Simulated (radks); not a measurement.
Values are calculated unless marked as measured or tabulated.
Question: Cr IV, configuration [Ar] 3d3. Level of theory: scalar-relativistic Kohn-Sham, MS2 meta-GGA, spin-polarised, spherical densities, finite nucleus; open shells are filled with parallel spins first; meta-GGA in the generalised Kohn-Sham scheme; Fermi nuclear charge, rms radius 3.6452 fm (a radial shooting solver on a logarithmic mesh with Libxc functionals). Some entries of the table are withheld. Estimate them.

| orbital | occ. | eigenvalue (eV) | <1/r> (bohr^-1) |
|---|---|---|---|
| 1s up | 1 | -5934.323 | 23.90 |
| 1s down | 1 | -5934.313 | 23.90 |
| 2s up | 1 | -714.5847 | 5.068 |
| 2s down | 1 | -713.5009 | 5.077 |
| 2p up | 3 | -603.9031 | 4.946 |
| 2p down | 3 | -602.8665 | 4.954 |
| 3s up | 1 | -116.6818 | (1) |
| 3s down | 1 | -113.0635 | (2) |
| 3p up | 3 | -86.2775 | (3) |
| 3p down | 3 | -82.4035 | (4) |
| 3d up | 3 | -40.1749 | 1.168 |
| 3d down | 0 | -35.9305 | 1.148 |
| 4s up | 0 | -29.0381 | 0.5427 |
| 4p up | 0 | -22.6386 | (5) |

Answer: 
(1) 3s up <1/r> (bohr^-1): 1.585
(2) 3s down <1/r> (bohr^-1): 1.577
(3) 3p up <1/r> (bohr^-1): 1.458
(4) 3p down <1/r> (bohr^-1): 1.449
(5) 4p up <1/r> (bohr^-1): 0.4746
